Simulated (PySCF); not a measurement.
Isomers of C5H4O2S, one conformer each; single-point electronic energies without zero-point terms and without any empirical dispersion term.

Computed with PySCF at PBE0/pcSseg-1, non-relativistic, each on one gas-phase PBE0-D3(BJ)/def2-SVP geometry that isn't relaxed in the solvent. The solvent is an IEF-PCM continuum (cavity from Bondi-type radii × 1.2). The model holds no explicit solvent molecules, cavitation or dispersion.

```csv
isomer,"relative energy, gas (kcal/mol)",dipole (D)
`O=COc1ccsc1`,0.0,1.31
`O=COc1cccs1`,2.3,1.16
```

Question: How do the relative energies look in chloroform (ε = 4.711)?

Answer: 
| isomer | relative energy, solvent (kcal/mol) | E(solvent) − E(gas) (kcal/mol) | dipole in solvent (D) |
| --- | --- | --- | --- |
| `O=COc1ccsc1` | 0.0 | -3.8 | 1.60 |
| `O=COc1cccs1` | 2.4 | -3.6 | 1.41 |

The order is unchanged. Conformers: `[O:1]=[CH:2][O:3][c:4]1[cH:5][cH:6][s:7][cH:8]1` with O1–C2–O3–C4 0°, C2–O3–C4–C5 3°; `[O:1]=[CH:2][O:3][c:4]1[cH:5][cH:6][cH:7][s:8]1` with O1–C2–O3–C4 0°, C2–O3–C4–C5 -1°. The gains span 0.2 kcal/mol, the gas-phase energies 2.3 kcal/mol.
